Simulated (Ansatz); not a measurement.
Consider the ligand exchange at the Si–O bond: `C[CH2][Mg][O][SiH3]` + `CC#CS` → `CC#CS[SiH3]` + `C[CH2][Mg][OH]`.

Gas-phase electronic energies from Ansatz, PBE0-D4/def2-TZVP geometries. CCSD(T)/CBS is the MP2 limit (def2-TZVPP, def2-QZVPP) plus CCSD(T) − MP2 in def2-TZVPP, frozen cores. Functionals use def2-TZVPP. For Mg outer-core shells are correlated without core-valence functions, which leaves a few kJ/mol of doubt a bond. One conformer a species, not always the lowest.

`C[CH2][Mg][O][SiH3]`:

Cartesian coordinates in Å:
```
C -0.446 -1.087 2.559
C -0.712 0.255 1.875
Mg -0.114 0.417 -0.118
O 0.403 0.553 -1.837
Si 0.877 0.643 -3.373
H -0.785 -1.097 3.601
H 0.620 -1.338 2.574
H -0.955 -1.914 2.055
H -1.783 0.489 1.921
H -0.222 1.061 2.435
H 0.595 1.988 -3.958
H 0.178 -0.367 -4.224
H 2.344 0.398 -3.510
```

`CC#CS`:

Cartesian coordinates in Å:
```
C 0.153 -0.963 -1.126
C -0.117 -0.009 -0.070
C -0.332 0.786 0.811
S -0.770 1.912 1.979
H -0.541 -0.815 -1.958
H 0.046 -1.993 -0.776
H 1.166 -0.837 -1.515
H 0.394 1.919 2.655
```

`CC#CS[SiH3]`:

```xyz
11

C    -1.445   -1.462   -1.471
C    -0.619   -1.055   -0.353
C     0.069   -0.717    0.579
S     1.024   -0.289    1.898
Si    1.419    1.724    1.258
H    -0.988   -2.290   -2.019
H    -1.582   -0.633   -2.169
H    -2.434   -1.783   -1.134
H     2.126    1.715   -0.045
H     0.149    2.479    1.139
H     2.279    2.309    2.317
```

`C[CH2][Mg][OH]`:

Cartesian coordinates in Å:
```
C 0.606 1.475 -0.004
C -0.210 0.412 0.735
Mg -0.458 -1.421 -0.239
O -0.672 -2.971 -1.056
H 0.160 1.740 -0.967
H 0.693 2.407 0.568
H 1.626 1.140 -0.213
H 0.246 0.211 1.713
H -1.208 0.806 0.965
H -0.783 -3.799 -1.501
```

```tsv
species	PBE-D4 energy (Eh)
`C[CH2][Mg][O][SiH3]`	-645.49569
`CC#CS`	-514.58309
`CC#CS[SiH3]`	-805.15629
`C[CH2][Mg][OH]`	-354.90378
```

Work out ΔE.

ΔE = (-805.15629) + (-354.90378) − (-645.49569) − (-514.58309) = 0.01871 Eh = +49.1 kJ/mol. CCSD(T)/CBS gives +65.5 kJ/mol.

Largest T1 diagnostic among the species: 0.012.

In def2-TZVPP, CCSD(T) changes the Hartree–Fock value by −18.1 kJ/mol (the triples alone add −3.4 kJ/mol) and MP2 by −23.7 kJ/mol. The D4 term adds −5.3 kJ/mol with B3LYP and −2.9 kJ/mol with PBE0; it sums over pairs of atoms, weighted by their polarisabilities, and B3LYP, whose exchange is more repulsive, gets the larger term.

B3LYP here is the variant with VWN-RPA as its local correlation; programs differ in this.
